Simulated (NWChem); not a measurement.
Basis-set convergence for H6AlN

```xyz
8

Al    -0.5236    -0.6256     0.0000
H     -1.2955    -0.3151     1.3703
H     -1.2955    -0.3151    -1.3703
H      0.5243    -1.8387     0.0000
N      0.8146     0.9732     0.0000
H      1.4219     0.9580    -0.8237
H      1.4219     0.9580     0.8237
H      0.3277     1.8734     0.0000
```
Charge 0, spin multiplicity 1.

All runs are NWChem calculations. Structure: optimised with B3LYP/def2-SVP, a minimum by its harmonic frequencies.

Quantity: vertical ionisation energy at the level ΔMP2 (Δ: difference of total energies, the cation a doublet at the parent's geometry with its hole in an orbital of symmetry a' (Cs labels); it is the state that the SCF runs reached, from PBE0 orbitals for Hartree-Fock references, and need not be the lowest).

The correlated methods keep 6 core orbitals frozen. The Pople sets run with spherical d functions. The structure started from a generated list of species. The stability of the SCF solutions was not checked. Open-shell Hartree-Fock references start from PBE0 orbitals; any time given for them includes that run.

Costs are rough ratios of processor time within this set of runs, SCF included, with 3-21G as 1.

| basis | functions | vertical ionisation energy (eV) | relative cost |
|---|---|---|---|
| 3-21G | 34 | 9.51 | 1 |
| 6-31G* | 44 | 9.65 | under 3 |
| cc-pVDZ | 62 | 9.93 | under 3 |
| aug-pcseg-1 | 104 | 9.98 | 4 |
| def2-TZVP | 104 | 10.02 | 4 |
| def2-TZVPP | 157 | 10.11 | 9 |

Smallest basis within 0.2 eV of def2-TZVPP, the largest set run: cc-pVDZ, with 62 functions against 157 and about 20 % of the time (also within reach: aug-pcseg-1, def2-TZVP). def2-TZVPP isn't the basis-set limit itself, and a small set can land close by cancellation.
